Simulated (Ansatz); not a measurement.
`CC(O)[O][AlH2]`, relaxed with RKS PBE0-D4/def2-TZVP in Ansatz from a PBE-D4/def2-SVP geometry. The force threshold is 0.005 eV/Å; the program also tests the step.

Charge 0, multiplicity 1.

Start:

```xyz
12

C     1.141    1.329   -0.067
C     0.175    0.288   -0.610
O    -1.137    0.802   -0.451
O     0.345   -0.930    0.069
Al   -0.800   -1.885    0.948
H     0.895    1.536    0.994
H     1.060    2.272   -0.641
H     2.179    0.951   -0.124
H     0.383    0.104   -1.695
H    -1.736    0.277   -1.015
H    -2.360   -1.855    0.599
H    -0.144   -2.889    1.993
```

| step | energy (eV) | largest force (eV/Å) | largest move (Å) |
| --- | --- | --- | --- |
| 1 | -12872.8599 | 0.671 | 0.000 |
| 2 | -12872.9045 | 0.425 | 0.037 |
| 3 | -12872.9127 | 0.061 | 0.029 |
| 4 | -12872.9136 | 0.065 | 0.044 |
| 5 | -12872.9137 | 0.056 | 0.020 |
| 6 | -12872.9144 | 0.025 | 0.033 |
| 7 | -12872.9145 | 0.006 | 0.011 |
| 8 | -12872.9146 | 0.005 | 0.018 |
| 9 | -12872.9146 | 0.006 | 0.011 |
| 10 | -12872.9146 | 0.008 | 0.013 |
| 11 | -12872.9146 | 0.006 | 0.008 |
| 12 | -12872.9146 | 0.004 | 0.004 |

End:

```xyz
12

C     1.146    1.331   -0.086
C     0.175    0.287   -0.576
O    -1.124    0.806   -0.399
O     0.349   -0.900    0.127
Al   -0.787   -1.887    0.911
H     0.935    1.559    0.960
H     1.052    2.245   -0.674
H     2.165    0.952   -0.165
H     0.343    0.080   -1.643
H    -1.744    0.277   -0.910
H    -2.299   -1.900    0.436
H    -0.211   -2.850    2.019
```

Hardware: 4 threads of a server CPU on a shared host. Wall time 56 s, peak host memory 0.52 GiB.
